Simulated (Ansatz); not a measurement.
`O=C[SiH2]CS`, relaxed with RKS PBE0-D4/def2-TZVP in Ansatz 0.2.0 from a PBE-D4/def2-SVP geometry. The force threshold is 0.005 eV/Å; the program also tests the step.

Total charge 0; spin multiplicity 1.

Start:

```xyz
11

O    -1.348    0.974   -1.421
C    -1.652    0.195   -0.530
Si   -0.363   -0.606    0.693
C     1.315    0.230    0.449
S     1.866    0.041   -1.300
H    -2.749   -0.079   -0.383
H    -0.300   -2.082    0.412
H    -0.935   -0.403    2.078
H     1.296    1.299    0.749
H     2.086   -0.266    1.073
H     0.783    0.696   -1.819
```

How much energy does the relaxation release, and in how many steps? (Estimate.)

The calculation gave: 0.07 eV, in 15 steps, 4 of them rejected.

Which bonds change most? (Best estimate.)

Ansatz gave: C4–S5 from 1.843 to 1.817 Å; S5–H11 from 1.367 to 1.343 Å; C2–Si3 from 1.950 to 1.926 Å; C2–H6 from 1.140 to 1.117 Å.

Give the relaxed structure. (An estimate is asked.)

Computed: 
```xyz
11

O    -1.396    1.112   -1.240
C    -1.662    0.197   -0.499
Si   -0.367   -0.591    0.690
C     1.292    0.228    0.431
S     1.868   -0.017   -1.274
H    -2.706   -0.198   -0.483
H    -0.305   -2.050    0.417
H    -0.908   -0.381    2.066
H     1.278    1.290    0.684
H     2.042   -0.246    1.069
H     0.864    0.656   -1.861
```
